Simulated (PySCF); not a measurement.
A structure optimised at PBE-D3(BJ)/def2-SVP, used in a PySCF frequency run:

```xyz
4

Si    -0.5142     0.5783     0.0000
Br     1.6337    -0.0712     0.0000
Cl    -1.4701    -0.1648     1.6927
Cl    -1.4701    -0.1648    -1.6927
```
Charge 0, spin multiplicity 2.

### Question
Write its SMILES, formula and point group.

### Answer
Cl[Si](Cl)Br, BrCl2Si, Cs

### Question
What are its rotational constants (standard atomic weights)?

### Answer
2.3522, 1.3132, 0.87699 GHz
